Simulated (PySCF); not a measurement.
Excitations are Tamm–Dancoff values on a coarser integration grid. The basis has no diffuse functions, so Rydberg states are missing or too high.

Cartesian coordinates (Å):
```xyz
11

N      0.7126     1.8927    -0.2517
Ga     0.3467     0.1197    -0.0590
N      1.7927    -0.9788    -0.1857
Si    -1.8631    -0.6802     0.3312
H      0.0100     2.6115    -0.2088
H      1.6273     2.2755    -0.4285
H      2.7353    -0.6660    -0.3526
H      1.7438    -1.9796    -0.0964
H     -1.9230    -1.5396     1.5450
H     -2.8159     0.4465     0.5244
H     -2.3530    -1.4952    -0.8141
```
Charge 0, spin multiplicity 1.

Task: What dipole moment, S1–T1 gap (TDA), brightest of the four lowest singlets (TDA), S1 excitation (TDA), HOMO, HOMO–LUMO gap, T1 excitation (TDA) and S1 oscillator strength does PySCF with PBE-D3(BJ)/def2-TZVP // r2SCAN-D4/def2-TZVP give?

Result: 
The dipole moment comes out as 0.246 e·Å and the S1–T1 gap (TDA) comes out as 0.90 eV. The brightest of the four lowest singlets (TDA) is 4.84 eV and the S1 excitation (TDA) is 4.84 eV. The HOMO is -5.34 eV and the HOMO–LUMO gap is 4.17 eV. The T1 excitation (TDA) is 3.94 eV and the S1 oscillator strength is 0.063.
